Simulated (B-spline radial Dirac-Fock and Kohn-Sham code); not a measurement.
ΔSCF core binding energies without Breit or QED terms, calculated with an atomic code on a B-spline grid.

A sound run for the Zr atom, [Kr] 4d2 5s2: The ground state converged in 12 iterations, with total energy -3597.08412 Ha, virial ratio 1.96740 and highest orbital energy -5.86 eV. ΔSCF binding energies: K (1s) 18052.3 eV, L3 (2p3/2) 2235.5 eV, M5 (3d5/2) 188.5 eV.

A second run, with one unsound setting: The ground state converged in 12 iterations, with total energy -3573.54139 Ha, virial ratio 1.95060 and highest orbital energy -5.43 eV. ΔSCF binding energies: K (1s) 18073.3 eV, L3 (2p3/2) 2264.0 eV, M5 (3d5/2) 225.6 eV.

```
iter   energy (Ha)        error
   1    -3569.65503263  2.98e+00
   2    -3572.65001541  5.49e-01
   3    -3573.44963949  1.32e-01
   4    -3573.52798655  3.43e-02
   5    -3573.53947078  1.67e-02
   6    -3573.54113947  3.82e-03
   7    -3573.54136880  1.03e-03
   8    -3573.54138753  1.44e-04
   9    -3573.54138829  3.13e-05
  12    -3573.54138833  4.80e-08
```

**Question.** Which fault fits the second run best?
A. speed of light below Z
B. too few iterations
C. unbound anion
D. mesh too coarse

**Answer.** D. The input had h = 0.9: h is too large to resolve the orbitals.
